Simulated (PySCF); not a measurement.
Compound: C₇H₁₀.
InChI=1S/C7H10/c1-4-6-7(3)5-2/h4-6H,2-3H2,1H3/b6-4-

Torsions of this conformer, `[CH2:1]=[CH:2][C:3](=[CH2:4])/[CH:5]=[CH:6]\[CH3:7]`: C1–C2–C3–C4 174°, C2–C3–C5–C6 -64°.

The closed-shell ground state was solved at several levels (PySCF, density fitting, gas phase, non-relativistic). The structure is a single PBE0-D3(BJ)/def2-SVP conformer in the gas phase; no vibrational or solvent corrections.

```
             level  basis functions  total energy (Eh)  HOMO (eV)  LUMO (eV)  gap (eV)  dipole (D)
     PBE0/pcSseg-1              169          -272.3262      -6.57      -0.91      5.66        0.47
       B3LYP/pcJ-1              289          -272.7247      -6.34      -1.09      5.25        0.44
CAM-B3LYP/pcSseg-1              169          -272.5042      -7.78       0.22      8.00        0.45
```

(1) Estimate the row for wB97X-D/def2-SVPD, a basis of 220 functions; the other rows only guide the guess.

(2) Over all these levels, which gives the widest orbital gap and which the narrowest?

(3) How far do the dipole and the HOMO energy spread over the levels?

Results:

(1) Total energy -272.4178 Eh, HOMO -8.35 eV, LUMO 0.77 eV, gap 9.12 eV, dipole 0.43 D.

(2) wB97X-D/def2-SVPD (range-separated hybrid) has the widest, 9.12 eV, and B3LYP/pcJ-1 (global hybrid, 20 % exact exchange) the narrowest, 5.25 eV. Functional and basis both differ between the two, so the spread mixes both effects.

(3) The dipole runs from 0.43 to 0.47 D (mean 0.45 D) and the HOMO from -8.35 to -6.34 eV.

Note: wB97X-D ran without an empirical dispersion term, which enters the total energy and its gradient alone.
